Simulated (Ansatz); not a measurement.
```xyz
2

Li    0.0000    0.0000   -1.0570
F     0.0000    0.0000    0.3523
```

Basis set: 6-31G* (spherical functions). Left uncorrelated: 1 orbital. Charge 0, multiplicity 1.

Computed with Ansatz (development build ahead of 0.2.0); each method stands on the lowest determinant of its kind that the runs found. Restricted open shells among the atoms or ions are ROHF, correlated in semicanonical orbitals with singles.

The atomization energy at this shape (free ground-state atoms in the same class of orbitals less the molecule, no zero-point energy) of singlet LiF:

| method | atomization energy |
| --- | --- |
| RHF-MP2 | 122.83 kcal/mol |

Q: What does RHF give?

A: 82.11 kcal/mol. Caution: the shape is not the minimum.
